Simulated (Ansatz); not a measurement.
`CS[S][GaH][F]`. The species carries charge 0 and has multiplicity 1. Geometry: relaxed with PBE0-D4/def2-TZVP. It is one conformer, not always the lowest.

```xyz
9

C    -1.386   -0.907   -0.050
S     0.189   -1.560    0.519
S     1.530   -0.706   -0.793
Ga    1.681    1.341   -0.005
F     0.407    1.778    1.122
H    -2.148   -1.420    0.542
H    -1.541   -1.128   -1.105
H    -1.445    0.164    0.141
H     2.715    2.437   -0.372
```

Problem. What is the dipole moment at ωB97M-V/def2-TZVPP? (An estimate is asked.)

Solution. Computed: 1.26 D, with components (-0.03, 0.51, -1.16) D in this frame, pointing from negative to positive charge.

Problem. And with PBE, r2SCAN, B3LYP? (Estimate.)

Solution. Computed: PBE 1.17 D, r2SCAN 1.23 D, B3LYP 1.24 D.

Problem. Give the Mulliken charges with ωB97M-V, r2SCAN, PBE in def2-TZVPP. (Estimate.)

Solution. Ansatz gave: 
```json
{"atom": "C1", "ωB97M-V": "-0.34", "r2SCAN": "-0.15", "PBE": "-0.26"}
{"atom": "S2", "ωB97M-V": "-0.02", "r2SCAN": "-0.05", "PBE": "-0.05"}
{"atom": "S3", "ωB97M-V": "-0.18", "r2SCAN": "-0.19", "PBE": "-0.16"}
{"atom": "Ga4", "ωB97M-V": "0.49", "r2SCAN": "0.53", "PBE": "0.45"}
{"atom": "F5", "ωB97M-V": "-0.39", "r2SCAN": "-0.38", "PBE": "-0.34"}
{"atom": "H6", "ωB97M-V": "0.13", "r2SCAN": "0.08", "PBE": "0.12"}
{"atom": "H7", "ωB97M-V": "0.14", "r2SCAN": "0.09", "PBE": "0.12"}
{"atom": "H8", "ωB97M-V": "0.15", "r2SCAN": "0.09", "PBE": "0.13"}
{"atom": "H9", "ωB97M-V": "0.02", "r2SCAN": "-0.02", "PBE": "0.00"}
```

B3LYP here is the variant with VWN-RPA as its local correlation; programs differ in this.
